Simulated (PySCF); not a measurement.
Ligands exchanged one at a time, Ge F-Cl. All species are isolated molecules in the gas phase. Strings in code marks are SMILES.

The vertical ionisation energy (Delta-SCF) from two functionals at the same geometries (B3LYP-D3(BJ)/def2-TZVP), both in PySCF: PBE-D3(BJ)/def2-TZVP and B3LYP-D3(BJ)/def2-TZVP. B3LYP has the VWN-RPA correlation part, as in Gaussian. Delta-SCF ions had no search for a lower state. 

```json
[
 {"species": "1 of 4 F replaced by Cl (`[F][Ge]([F])([F])[Cl]`)", "B3LYP-D3(BJ)/def2-TZVP (eV)": "13.29"},
 {"species": "2 of 4 F replaced by Cl (`[F][Ge]([F])([Cl])[Cl]`)", "B3LYP-D3(BJ)/def2-TZVP (eV)": "12.31"},
 {"species": "3 of 4 F replaced by Cl (`[Ge]([Cl])([F])([Cl])[Cl]`)", "B3LYP-D3(BJ)/def2-TZVP (eV)": "11.74"}
]
```

Question: What does PBE-D3(BJ)/def2-TZVP give for each?

Answer: 
- 1 of 4 F replaced by Cl (`[F][Ge]([F])([F])[Cl]`): 12.77
- 2 of 4 F replaced by Cl (`[F][Ge]([F])([Cl])[Cl]`): 11.85
- 3 of 4 F replaced by Cl (`[Ge]([Cl])([F])([Cl])[Cl]`): 11.25
Over these rows, drawn at random from the members with no instability flagged (it was tested for open shells, ions and some series alone), PBE minus B3LYP-D3(BJ): mean -0.49 eV, from -0.53 eV to -0.46 eV.
